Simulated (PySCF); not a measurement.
C₄H₇BO₂, SMILES C=C=COB(C)O. Heavy atoms are numbered as in [CH2:1]=[C:2]=[CH:3][O:4][B:5]([CH3:6])[OH:7]. Hydrogens are named by the atom that carries them.

Geometry optimised at B3LYP-D3(BJ)/def2-SVP. The structure was generated by enumeration, and PubChem lists no compound with its InChIKey, so it may never have been made. Other conformers were not sampled.

These are PySCF with HF/pcSseg-1 values and carry that method's errors.

GIAO shieldings, no solvent; atoms alike by connectivity are averaged. δ = σ(ref) − σ: ¹³C against TMS (σ = 192.6 ppm); ¹⁷O against H2O (σ = 333.0 ppm); ¹¹B against BF3 (σ = 102.7 ppm); ¹H against TMS (σ = 31.99 ppm), references at their B3LYP-D3(BJ)/def2-TZVP geometries, non-relativistic.

| nucleus | atoms | count | δ (ppm) |
|---|---|---|---|
| ¹³C | C2 | 1 | 224.5 |
| ¹³C | C3 (CH) | 1 | 120.2 |
| ¹³C | C1 (CH2) | 1 | 91.7 |
| ¹³C | C6 (CH3) | 1 | 2.6 |
| ¹⁷O | O4 | 1 | 109.9 |
| ¹⁷O | O7 (OH) | 1 | 109.3 |
| ¹¹B | B5 | 1 | 20.0 |
| ¹H | H on C3 | 1 | 7.95 |
| ¹H | H on C1 | 2 | 5.80 |
| ¹H | H on O7 | 1 | 4.27 |
| ¹H | H on C6 | 3 | 0.69 |
